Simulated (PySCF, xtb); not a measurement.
Zn(Br)(SH) (BrHSZn), SMILES [Br][Zn][SH].

xtb with GFN2-xTB at its own geometry gives an orbital gap of 3.08 eV and a dipole moment of 4.52 D.

Geometry optimised at PBE0-D3(BJ)/def2-SVP. Other conformers were not sampled.

What does PySCF with PBE/def2-TZVPD give? (An estimate is asked for; the answer gives what the named calculation found.)

gap 4.18 eV (levels -6.52 and -2.35 eV), dipole 0.94 D.
